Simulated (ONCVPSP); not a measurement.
What the settings do to the ONCV potential of Zr (Z = 40)

Base potential:

ONCVPSP 4.0.1 input, shortened (lines: element, Z, core and valence counts, functional; n l f; lmax; l rc ep ncon nbas qcut; lloc lpopt rc5 dvloc0; l nproj debl; icmod fcfact rcfact), PBE, scalar-relativistic:

```
  Zr 40.00    8    2        4      upf
    1    0    2.00
    2    0    2.00
    2    1    6.00
    3    0    2.00
    3    1    6.00
    3    2   10.00
    4    0    2.00
    4    1    6.00
    4    2    2.50
    5    0    1.50
    2
    0    2.75    0.00    4    8    2.00
    1    2.75    0.08    4    8    3.20
    2    2.75    0.00    3    8    6.20
    0    5    2.75    0.00
    0    0    3.50
    1    1    0.30
    2    2    1.80
    0    0.00    0.00
```

All-electron outer shells of the reference configuration (PBE, scalar-relativistic, ld1.x):

```csv
shell,level (eV),outermost node (bohr),outermost maximum (bohr)
4p,-31.41,0.56,1.17
5s,-4.12,1.47,3.19
4d,-2.91,0.58,1.63
```

Cutoffs, loose and tight: the cutoffs (Ha) at which the residual kinetic energy of the hardest occupied pseudo-wave falls to 1 and 0.1 mHa per electron. They do not see the model core or the augmentation charge, which bear on the density cutoff. Test errors are all-electron minus pseudo excitation energies from the reference, over the configurations 4d2 5s2; 4d2 5s1; 4d2 5s0; 4d3 5s0. A dash means not determined; rows that change the core or the reference have their own tests.

```json
{"change": "base", "outcome": "generated", "cutoff, loose": "11 Ha", "cutoff, tight": "13 Ha", "bound ghosts": "none", "GHOST(+) flags above zero": "p", "largest test error (meV)": "+142"}
{"change": "d: debl 0.2", "outcome": "generated", "cutoff, loose": "11 Ha", "cutoff, tight": "13 Ha", "bound ghosts": "none", "GHOST(+) flags above zero": "p", "largest test error (meV)": "+145"}
{"change": "d: debl 0.25", "outcome": "generated", "cutoff, loose": "11 Ha", "cutoff, tight": "13 Ha", "bound ghosts": "none", "GHOST(+) flags above zero": "p", "largest test error (meV)": "+145"}
{"change": "d: debl 0.4", "outcome": "generated", "cutoff, loose": "11 Ha", "cutoff, tight": "13 Ha", "bound ghosts": "none", "GHOST(+) flags above zero": "p", "largest test error (meV)": "+145"}
{"change": "d: debl 0.7", "outcome": "generated", "cutoff, loose": "11 Ha", "cutoff, tight": "13 Ha", "bound ghosts": "none", "GHOST(+) flags above zero": "p", "largest test error (meV)": "+145"}
{"change": "d: debl 1.05", "outcome": "generated", "cutoff, loose": "11 Ha", "cutoff, tight": "13 Ha", "bound ghosts": "none", "GHOST(+) flags above zero": "p", "largest test error (meV)": "+144"}
{"change": "d: debl 1.35", "outcome": "generated", "cutoff, loose": "11 Ha", "cutoff, tight": "13 Ha", "bound ghosts": "none", "GHOST(+) flags above zero": "p", "largest test error (meV)": "+144"}
{"change": "d: debl 2.15", "outcome": "generated", "cutoff, loose": "11 Ha", "cutoff, tight": "13 Ha", "bound ghosts": "none", "GHOST(+) flags above zero": "p", "largest test error (meV)": "+140"}
{"change": "d: debl 3.1", "outcome": "generated", "cutoff, loose": "11 Ha", "cutoff, tight": "13 Ha", "bound ghosts": "none", "GHOST(+) flags above zero": "p", "largest test error (meV)": "+133"}
```

(1) What comes out with this change to the base: d: debl 4.9?

Answers

(1) outcome: generated; cutoff, loose: 11 Ha; cutoff, tight: 13 Ha; bound ghosts: none; GHOST(+) flags above zero: p; largest test error (meV): +115.

Reading the sweep of the debl of the d channel (base included, trends over the rows without a ghost): The loose cutoff stays near 11 Ha. The median size of the test errors (rows with all tests solved) stays near 24.8 meV.
